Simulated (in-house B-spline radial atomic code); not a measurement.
A calculation on Co6+ (with a hole in an inner shell): its settings, and results tabulated from the run. Level of theory: Dirac-Hartree-Fock, average of the jj configuration, Fermi nucleus of rms radius 3.7875 fm; calculated with a radial B-spline atomic code at the basis-set limit.

In the input, a minus or plus after the letter marks the j = l - 1/2 or j = l + 1/2 subshell.

Command:
```bash
python run_scf.py task.json out
```
Settings (nuclear radius in fm, mass in u):
```
Z                27
configuration    1s2 2s1 2p-2 2p+3 3s2 3p6 3d5
hamiltonian      dirac
method           hf
spin_polarised   False
nucleus          fermi
rms_radius       3.7875
atomic_mass      58.93319
speed_of_light   137.035999084
```

Output (hartree, bohr):
```
 radial grid: 65 intervals, B-splines of order 8, outer radius 10.2985 bohr

 iter        energy (Eh)    residual
    1      -1290.6975978    1.19e+00
    2      -1312.4403064    6.61e-01
    3      -1316.1995060    2.07e-01
    4      -1316.6627216    6.32e-02
    5      -1316.7067309    2.76e-02
    6      -1316.7150600    1.73e-03
    7      -1316.7150871    3.21e-05
    8      -1316.7150871    8.48e-06
    9      -1316.7150871    3.81e-07
   10      -1316.7150871    1.51e-08

 total energy                    -1316.715087
 kinetic                           1337.42088
 electron-nucleus                 -3060.62623
 electron-electron                  406.49026

 first-order corrections (not in the total)
   Gaunt                            0.53285
   retardation                     -0.04694
   frequency dependence            -0.00133
   self-energy                      0.37254
   Uehling                         -0.03231
   Wichmann-Kroll                   0.00021
   recoil                           0.00947

 orbital      occ     eigenvalue          <r>       <r^2>       <1/r>     <1/r^2>       r_max    small
 1s1/2      2.000     -295.23949    0.0561104  0.00423369     27.0537     1501.51     0.03678  9.47e-03
 2s1/2      1.000      -42.57833     0.250612   0.0743517     5.97394     151.282        0.21  1.84e-03
 2p1/2      2.000      -37.96338     0.215961   0.0570983     5.93642     49.2168      0.1668  1.82e-03
 2p3/2      3.000      -37.42723      0.22145   0.0603922     5.78492     45.7852      0.1697  1.78e-03
 3s1/2      2.000       -9.12352      0.71312    0.583526     2.01932     26.5022      0.6356  4.70e-04
 3p1/2      2.000       -7.58971     0.720656    0.603879      1.9015     8.02706      0.6252  4.22e-04
 3p3/2      4.000       -7.47521     0.727094    0.616762     1.90901     8.01081      0.6346  4.35e-04
 3d3/2      2.000       -5.14841     0.719229    0.623523     1.72249     3.80525      0.5539  3.61e-04
 3d5/2      3.000       -5.11165     0.724646    0.632646     1.70835     3.73756      0.5583  3.56e-04
```

Time taken, with all properties: 0.9 s on 1 thread of Arm Neoverse V2 (shared host).

For the Dirac Hamiltonian the kinetic term is c α·p + (β - 1)c².
